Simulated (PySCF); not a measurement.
Vertical excitations of a molecule C3H7BF2O from TDA-PBE/def2-SVPD (PySCF), as energy in eV (oscillator strength): 5.15 (0.006), 5.94 (0.013), 6.47 (0.004), 6.55 (0.011), 6.87 (0.028), 7.18 (0.003). Lowest triplet (TDA): 5.01 eV. Geometry: B3LYP-D3(BJ)/def2-SVP. Other conformers were not sampled.

Question: Which structure fits?
A) CC[C@@H](F)B(O)F
B) COB(CF)CF
C) CO[C@H](C)B(F)F
D) C[C@H](O)CB(F)F

Answer: C, CO[C@H](C)B(F)F
